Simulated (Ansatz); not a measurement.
## Ansatz (development build ahead of 0.2.0) run

```yaml
crystal:
  periodic: [false, false, false]
  atoms:
    - { symbol: Ni, position_ang: [0.0, 0.0, 0.0] }
    - { symbol: O, position_ang: [0.0, 0.0, 1.9] }
    - { symbol: H, position_ang: [0.775, 0.0, 2.48] }
    - { symbol: H, position_ang: [-0.775, 0.0, 2.48] }
basis:
  gaussian: { orbitals: pcseg-2 }
total_charge: 1
magnetization:
  spin_polarized: true
  initial_magnetization: 3
hamiltonian:
  xc: pbe
```

The input is written out in the form of the current development build from the run's settings.

The run gave:

```
Converged                       : yes
Total energy                    : -1584.16565 hartree
Spin squared of the determinant : 3.751
Stability test                  : minimum
```

Caution: other spin multiplicities may lie lower.
